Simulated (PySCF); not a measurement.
Vertical excitations of a molecule C₃H₄Cl₂Si from TDA-M06-2X/def2-SVPD (PySCF), as energy in eV (oscillator strength): 5.50 (0.000), 6.42 (0.001), 6.42 (0.001), 7.66 (0.000), 7.67 (0.003), 7.90 (0.023), 7.97 (0.050), 8.17 (0.008), 8.24 (0.029), 8.27 (0.194). Lowest triplet (TDA): 5.02 eV. Coordinates come from a PBE0-D3(BJ)/def2-SVP optimisation. The values are those of a single conformer.

### Question
Which structure fits?
A. [SiH3]C=C=C(Cl)Cl
B. C#C[Si](C)(Cl)Cl
C. Cl[Si]1(Cl)C=CC1
D. ClC1=C[Si@H](Cl)C1

### Answer
B, C#C[Si](C)(Cl)Cl
